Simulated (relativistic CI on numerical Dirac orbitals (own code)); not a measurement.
## Radial parameters of La3+

Method of calculation: Dirac-Coulomb-Breit CI, KLI orbitals optimised for each configuration, QED by a radiative potential, valence Slater integrals scaled by 0.85, P86 correlation energy added to each configuration (own radial code, finite nucleus).

Slater integrals F^k, G^k are unscaled and averaged over j, outside the closed core [Kr] 4d10; ζ comes from projecting the Hamiltonian with its Breit term on Σ l·s of the shell.

- 5s2.5p5.5d: ζ(5p) = 14148, F^2(5p,5d) = 46975, G^1(5p,5d) = 55081, G^3(5p,5d) = 34430, ζ(5d) = 752.17 cm⁻¹; <r>(5p) = 1.753, <r^2>(5p) = 3.459, <r>(5d) = 2.368, <r^2>(5d) = 6.37 (bohr units).
- 5s2.5p5.4f: ζ(5p) = 13118, F^2(5p,4f) = 49791, G^2(5p,4f) = 31939, G^4(5p,4f) = 23625, ζ(4f) = 412.38 cm⁻¹; <r>(5p) = 1.794, <r^2>(5p) = 3.622, <r>(4f) = 1.213, <r^2>(4f) = 1.92 (bohr units).
- 5s2.5p5.5f: ζ(5p) = 14680, F^2(5p,5f) = 12044, G^2(5p,5f) = 3064.9, G^4(5p,5f) = 2271.8, ζ(5f) = 21.7 cm⁻¹; <r>(5p) = 1.732, <r^2>(5p) = 3.372, <r>(5f) = 4.738, <r^2>(5f) = 25.2 (bohr units).

In this model ζ of a weakly bound d, f or g electron outside closed shells comes out too small, for d by up to a factor of two or three and at times with the wrong sign; that of an outer p electron is too small as well.

For a near-neutral ion this model can misplace configurations by up to about 10,000 cm⁻¹ (more where the count of f electrons changes) and terms by 10 to 25 % of their spread. Rates follow the energies as ν³ (E1, M1) or ν⁵ (E2), so they and the lifetimes can be off by large factors. The fine structure of a lone outer electron comes out too small, for d and f at times inverted, and misplaced configurations move strength between like terms. 43 of the 47 excited levels that our extract of the measured tables holds in this range could be paired (the sources list more); they are missed by 3609 cm⁻¹ on average and 8727 at most, and levels without a partner can miss by more.

Averages of the first 10 configurations, taken without configuration mixing, which lowers the lowest level and can move excited configurations by several eV; other configurations of the list can lie among them:

| Configuration | Parity | States | Average energy above the lowest level (eV) |
| --- | --- | --- | --- |
| 5s2.5p6 | even | 1 | 0.0 |
| 5s2.5p5.5d | odd | 60 | 22.2 |
| 5s2.5p5.4f | even | 84 | 20.5 |
| 5s2.5p5.5f | even | 84 | 37.8 |
| 5s.5p6.5d | even | 20 | 42.7 |
| 5s2.5p5.6s | odd | 12 | 26.2 |
| 5s2.5p5.6p | even | 36 | 30.7 |
| 5s.5p6.5f | odd | 28 | 58.8 |
| 5s2.5p5.6d | odd | 60 | 36.8 |
| 5s2.5p5.7s | odd | 12 | 37.4 |
